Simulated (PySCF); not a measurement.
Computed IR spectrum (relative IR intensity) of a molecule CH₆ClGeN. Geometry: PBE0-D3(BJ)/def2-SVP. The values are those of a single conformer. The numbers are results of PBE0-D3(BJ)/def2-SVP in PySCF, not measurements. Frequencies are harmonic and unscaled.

Lines under 2 % of the strongest are left out, and lines within 2 cm⁻¹ are merged.

ν (cm⁻¹): 159 (vw), 199 (vw), 255 (m), 399 (m), 561 (vs), 624 (w), 628 (m), 715 (m), 743 (w), 819 (m), 845 (m), 913 (m), 1258 (w), 1426 (vw), 1555 (w), 2184 (s), 3575 (w), 3674 (w) (against the strongest line: vs over 80 %, s over 45 %, m over 15 %, w over 4 %, vw less)

**Question.** Identify the compound among the candidates.
A. N[CH2][GeH2][Cl]
B. C[NH][GeH2][Cl]
C. [CH3][Ge@H]([NH2])[Cl]

**Answer.** C, [CH3][Ge@H]([NH2])[Cl]
